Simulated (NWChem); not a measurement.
System: ZnHOF; SMILES [OH][Zn][F]

Input file for NWChem:

```
start job
memory heap 200 mb stack 900 mb global 1100 mb
geometry units angstroms noautosym nocenter noautoz
  Zn    -0.223813     0.000943     0.000000
  F     -0.075588    -1.728076     0.000000
  O     -0.501267     1.740587     0.000000
  H      0.301196     2.272049     0.000000
end
basis spherical
  * library def2-svpd
end
dft
  xc xcamb88 1.00 lyp 0.81 vwn_5 0.19 hfexch 1.00
  cam 0.33 cam_alpha 0.19 cam_beta 0.46
  iterations 150
end
property
  response 1 0.0
end
task dft property
```

Parts of the log:

```
             Northwest Computational Chemistry Package (NWChem) 7.3.0
             --------------------------------------------------------

                             Geometry "geometry" -> ""
                             -------------------------

 Output coordinates in angstroms (scale by  1.889725989 to convert to a.u.)

  No.       Tag          Charge          X              Y              Z
 ---- ---------------- ---------- -------------- -------------- --------------
    1 Zn                  30.0000    -0.22381300     0.00094300     0.00000000
    2 F                    9.0000    -0.07558800    -1.72807600     0.00000000
    3 O                    8.0000    -0.50126700     1.74058700     0.00000000
    4 H                    1.0000     0.30119600     2.27204900     0.00000000

 Effective nuclear repulsion energy (a.u.)     177.7237171692

                              NWChem Property Module
                              ----------------------

                                 NWChem DFT Module
                                 -----------------

 Summary of "ao basis" -> "ao basis" (spherical)
 ------------------------------------------------------------------------------
       Tag                 Description            Shells   Functions and Types
 ---------------- ------------------------------  ------  ---------------------
 Zn                        def2-svpd                12       34   5s4p2d1f
 F                         def2-svpd                 9       23   4s3p2d
 O                         def2-svpd                 9       23   4s3p2d
 H                         def2-svpd                 4        8   2s2p

            General Information
            -------------------
          SCF calculation type: DFT
          Wavefunction type:  closed shell.
          No. of atoms     :     4
          No. of electrons :    48
           Alpha electrons :    24
            Beta electrons :    24
          Charge           :     0
          Spin multiplicity:     1
          Use of symmetry is: off; symmetry adaption is: off
          Maximum number of iterations: 150
          AO basis - number of functions:    88
                     number of shells:    34
          Convergence on energy requested:  1.00D-06
          Convergence on density requested:  1.00D-05
          Convergence on gradient requested:  5.00D-04

              XC Information
              --------------
                     Hartree-Fock (Exact) Exchange  1.000
                   CAM-Becke88 Exchange Functional  1.000
                      VWN V Correlation Functional  0.190 local
              Lee-Yang-Parr Correlation Functional  0.810

           Range-Separation Parameters
           ---------------------------
           Alpha           :  0.19
           Beta            :  0.46
           Gamma           :  0.33
           Short-Range HF  :     F

             Grid Information
             ----------------
          Grid used for XC integration:  medium
          Radial quadrature: Mura-Knowles
          Angular quadrature: Lebedev.
          Tag              B.-S. Rad. Rad. Pts. Rad. Cut. Ang. Pts.
          ---              ---------- --------- --------- ---------
          Zn                  1.35      112          10.0       590
          F                   0.50       49          12.0       434
          O                   0.60       49          11.0       434
          H                   0.35       45          12.0       434
          Grid pruning is: on
          Number of quadrature shells:   255
          Spatial weights used:  Erf1

      Superposition of Atomic Density Guess
      -------------------------------------

 Sum of atomic energies:       -1952.05240306

      Non-variational initial energy
      ------------------------------

 Total energy =   -1952.248430
 1-e energy   =   -3080.805434
 2-e energy   =     950.833287
 HOMO         =      -0.476165
 LUMO         =      -0.098504

   convergence    iter        energy       DeltaE   RMS-Dens  Diis-err
 ---------------- ----- ----------------- --------- --------- ---------
 d= 0,ls=0.0,diis     1  -1954.6876554689 -2.13D+03  2.04D-02  1.02D+00
 d= 0,ls=0.0,diis     2  -1954.5969890435  9.07D-02  8.30D-03  2.48D+00
 d= 0,ls=0.0,diis     3  -1954.8119127543 -2.15D-01  1.05D-03  9.46D-03
 d= 0,ls=0.0,diis     4  -1954.8123363758 -4.24D-04  3.78D-04  5.16D-03
 d= 0,ls=0.0,diis     5  -1954.8126564681 -3.20D-04  1.21D-04  4.46D-04
  Resetting Diis
 d= 0,ls=0.0,diis     6  -1954.8126858599 -2.94D-05  4.42D-05  7.27D-06
 d= 0,ls=0.0,diis     7  -1954.8126869724 -1.11D-06  6.22D-06  1.76D-07
 d= 0,ls=0.0,diis     8  -1954.8126869862 -1.38D-08  2.86D-06  1.70D-07

         Total DFT energy =    -1954.812686986213
      One electron energy =    -3079.175073149998
           Coulomb energy =     1037.278174105986
    Exchange-Corr. energy =      -90.639505111394
 Nuclear repulsion energy =      177.723717169193

 Numeric. integr. density =       48.000001137902

                       DFT Final Molecular Orbital Analysis
                       ------------------------------------

[...]

 DFT Linear Response polarizability / au
 Frequency  =       0.0000000 / au
              X              Y              Z
 -----------------------------------------------
 X      21.7616089     -1.3009751     -0.0000000
 Y      -1.3009709     32.1725998     -0.0000000
 Z      -0.0000000     -0.0000000     21.5179839
 -----------------------------------------------
 Eigenvalues =      21.6014991     32.3327095     21.5179839
 Isotropic   =      25.1507309
 Anisotropic =      10.7732108
 -----------------------------------------------

 Magnetic Dipole Response Matrix (nonzero elements):

 Exiting AOResponse driver routine
```

Level: CAM-B3LYP/def2-SVPD. All runs use the structure optimised with PBE0/def2-SVP.
